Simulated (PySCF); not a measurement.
CH$_{3}$Cl$_{3}$Si, charge +1, quartet, geometry from GFN2-xTB of the parent state (a state made from the parent by changing its charge; the spin is typed, not shown lowest); MP2/6-31G* (PySCF).

The PySCF input:
```python
from pyscf import gto, scf, mp

mol = gto.Mole()
mol.atom = '''
    C    -2.085393   -0.430024    0.057358
    Si   -0.225654   -0.046532    0.006206
    Cl    0.680406   -1.195024   -1.390628
    Cl    0.067757    1.900728   -0.455550
    Cl    0.609762   -0.425689    1.808829
    H    -2.266306   -1.469266    0.317442
    H    -2.594686    0.186602    0.792742
    H    -2.552211   -0.245996   -0.906287
'''
mol.basis = '6-31g*'
mol.charge = 1
mol.spin = 3
mol.verbose = 4
mol.build()

mf = scf.UHF(mol)
mf.kernel()

pt = mp.MP2(mf)
pt.kernel()
print('E(MP2) = %.10f' % pt.e_tot)
```

Q: Predict the main parts of the log of this PySCF run.

A: 
```
PySCF version 2.14.0

[INPUT] verbose = 4
[INPUT] num. atoms = 8
[INPUT] num. electrons = 73
[INPUT] charge = 1
[INPUT] spin (= nelec alpha-beta = 2S) = 3
[INPUT] symmetry False subgroup None
[INPUT] Mole.unit = angstrom
[INPUT] Symbol           X                Y                Z      unit          X                Y                Z       unit  Magmom
[INPUT]  1 C     -2.085393000000  -0.430024000000   0.057358000000 AA   -3.940821632085  -0.812627586990   0.108390911053 Bohr   0.0
[INPUT]  2 Si    -0.225654000000  -0.046532000000   0.006206000000 AA   -0.426424258913  -0.087932736028   0.011727640329 Bohr   0.0
[INPUT]  3 Cl     0.680406000000  -1.195024000000  -1.390628000000 AA    1.285780993511  -2.258268072282  -2.627906061152 Bohr   0.0
[INPUT]  4 Cl     0.067757000000   1.900728000000  -0.455550000000 AA    0.128042173022   3.591855357292  -0.860864736046 Bohr   0.0
[INPUT]  5 Cl     0.609762000000  -0.425689000000   1.808829000000 AA    1.152283181167  -0.804435624240   3.418191416171 Bohr   0.0
[INPUT]  6 H     -2.266306000000  -1.469266000000   0.317442000000 AA   -4.282697654459  -2.776510344135   0.599878440434 Bohr   0.0
[INPUT]  7 H     -2.594686000000   0.186602000000   0.792742000000 AA   -4.903245919243   0.352626674296   1.498065267440 Bohr   0.0
[INPUT]  8 H     -2.552211000000  -0.245996000000  -0.906287000000 AA   -4.822979802102  -0.464865067739  -1.712634220254 Bohr   0.0

nuclear repulsion = 440.805342727774
number of shells = 44
number of NR pGTOs = 243
number of NR cGTOs = 92
basis = 6-31g*
ecp = {}

******** <class 'pyscf.scf.uhf.UHF'> ********
method = UHF
initial guess = minao
damping factor = 0
level_shift factor = 0
DIIS = <class 'pyscf.scf.diis.CDIIS'>
diis_start_cycle = 1
diis_space = 8
diis_damp = 0
SCF conv_tol = 1e-09
SCF conv_tol_grad = None
SCF max_cycles = 50
direct_scf = True
direct_scf_tol = 1e-13
number electrons alpha = 38  beta = 35
Set gradient conv threshold to 3.16228e-05
init E= -1707.78484972861

cycle= 1 E= -1706.2641082096  delta_E= 1.52  |g|= 0.389  |ddm|= 6.14

cycle= 2 E= -1706.35214464905  delta_E= -0.088  |g|= 0.219  |ddm|= 2.37

cycle= 3 E= -1706.3823083147  delta_E= -0.0302  |g|= 0.0493  |ddm|= 0.361

cycle= 4 E= -1706.38625761989  delta_E= -0.00395  |g|= 0.0176  |ddm|= 0.454

cycle= 5 E= -1706.38704934662  delta_E= -0.000792  |g|= 0.0081  |ddm|= 0.289

cycle= 6 E= -1706.38724862699  delta_E= -0.000199  |g|= 0.00319  |ddm|= 0.16

cycle= 7 E= -1706.38729178405  delta_E= -4.32e-05  |g|= 0.00189  |ddm|= 0.0673

cycle= 8 E= -1706.38730833414  delta_E= -1.66e-05  |g|= 0.00116  |ddm|= 0.0394

cycle= 9 E= -1706.38731846223  delta_E= -1.01e-05  |g|= 0.000865  |ddm|= 0.0321

cycle= 10 E= -1706.38732652248  delta_E= -8.06e-06  |g|= 0.000647  |ddm|= 0.0327

cycle= 11 E= -1706.38733466957  delta_E= -8.15e-06  |g|= 0.000294  |ddm|= 0.0549

cycle= 12 E= -1706.38733598956  delta_E= -1.32e-06  |g|= 0.000107  |ddm|= 0.0243

cycle= 13 E= -1706.3873360919  delta_E= -1.02e-07  |g|= 6.16e-05  |ddm|= 0.00589

cycle= 14 E= -1706.38733611726  delta_E= -2.54e-08  |g|= 6.95e-05  |ddm|= 0.00099

cycle= 15 E= -1706.38733610487  delta_E= 1.24e-08  |g|= 6.16e-05  |ddm|= 0.000292

cycle= 16 E= -1706.38733608156  delta_E= 2.33e-08  |g|= 3.33e-05  |ddm|= 0.000774

cycle= 17 E= -1706.38733607829  delta_E= 3.28e-09  |g|= 1.7e-05  |ddm|= 0.000502

cycle= 18 E= -1706.38733607811  delta_E= 1.78e-10  |g|= 9.32e-06  |ddm|= 0.000275

Extra cycle  E= -1706.3873360783  delta_E= -1.93e-10  |g|= 7.09e-06  |ddm|= 6.76e-05
converged SCF energy = -1706.3873360783  <S^2> = 3.8074965  2S+1 = 4.0286457

******** <class 'pyscf.mp.ump2.UMP2'> ********
nocc = (np.int64(38), np.int64(35)), nmo = (92, 92)
E(UMP2) = -1707.03518969334  E_corr = -0.647853615036805
E(SCS-UMP2) = -1707.00917752598  E_corr = -0.621841447675214
E_corr(same-spin) = -0.179518719656483
E_corr(oppo-spin) = -0.468334895380322
E(MP2) = -1707.0351896933
```
